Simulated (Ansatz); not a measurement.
`O[SiH](F)N[SiH2]F` and `O[SiH](F)N[SiH3]` differ in one atom or group.

Ansatz, PBE0-D4/def2-TZVP geometries, multiplicity 1. Each molecule was computed in one conformer, which needn't be the lowest.

```csv
property,`O[SiH](F)N[SiH2]F`
LUMO energy (ωB97M-V/def2-TZVPP) / eV,1.83
LUMO energy (PBE0/def2-TZVPP) / eV,0.37
HOMO–LUMO gap (ωB97M-V/def2-TZVPP) / eV,12.96
HOMO energy (PBE0/def2-TZVPP) / eV,-8.75
HOMO–LUMO gap (PBE/def2-TZVPP) / eV,6.80
size of the dipole moment (PBE/def2-TZVPP) / D,1.44
```

Problem. Give the same properties after the change, and the shifts. (Estimate.)

Solution. Ansatz gave: 
```
                                      property  `O[SiH](F)N[SiH3]`  shift
         LUMO energy (ωB97M-V/def2-TZVPP) / eV                1.71  -0.12
            LUMO energy (PBE0/def2-TZVPP) / eV                0.19  -0.18
       HOMO–LUMO gap (ωB97M-V/def2-TZVPP) / eV               11.96  -1.00
            HOMO energy (PBE0/def2-TZVPP) / eV               -7.94   0.81
           HOMO–LUMO gap (PBE/def2-TZVPP) / eV                5.90  -0.90
size of the dipole moment (PBE/def2-TZVPP) / D                2.17   0.73
```

With PBE0 the HOMO rises by 0.81 eV and the LUMO falls by 0.18 eV, so the gap narrows by about 0.99 eV. PBE moves the HOMO by 0.71 eV and ωB97M-V by 0.88 eV. Dipoles are sizes alone; their direction can turn.
